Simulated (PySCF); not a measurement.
B(Me)(OH)2 (CH5BO2), SMILES CB(O)O. Heavy atoms are numbered as in [B:1]([CH3:2])([OH:6])[OH:8]. Hydrogens are named by the atom that carries them.

Geometry: B3LYP-D3(BJ)/def2-SVP. The values are those of a single conformer.

These are PySCF with B3LYP/def2-TZVPD values and carry that method's errors.

ESP charges are fitted to the potential on shells at 1.4 to 2.0 van der Waals radii. Atomic charges (e), one atom of each kind:

```csv
atom,IAO,ESP fit
B1,(withheld),0.76
C2 (CH3),-0.61,-0.82
H on C2,(withheld),0.18
O6 (OH),(withheld),-0.62
H on O6,0.37,0.39
```

What belongs in the gaps? (Estimate from the structure and the level; the computed values follow.)


- B1, IAO: 0.54
- H on C2, IAO: 0.15
- O6 (OH), IAO: -0.56
